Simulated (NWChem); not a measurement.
System: MgF₂; SMILES [F][Mg][F]

Results from NWChem. Each level has its own optimisation; frequencies are unscaled.

```csv
level,basis functions,r F–Mg (Å),highest harmonic frequency (cm⁻¹),lowest (cm⁻¹),zero-point energy (kcal/mol)
B3LYP/3-21G,31,1.743,910,120,2.5
B3LYP/pcseg-1,38,1.759,873,126,2.4
B3LYP/aug-pcseg-1,60,1.765,873,152,2.5
B3LYP/pcseg-2,79,1.755,872,156,2.5
B3LYP/def2-TZVPP,94,1.751,876,…,2.5
```

Some entries are withheld; supply them.


- B3LYP/def2-TZVPP, lowest (cm⁻¹): 164
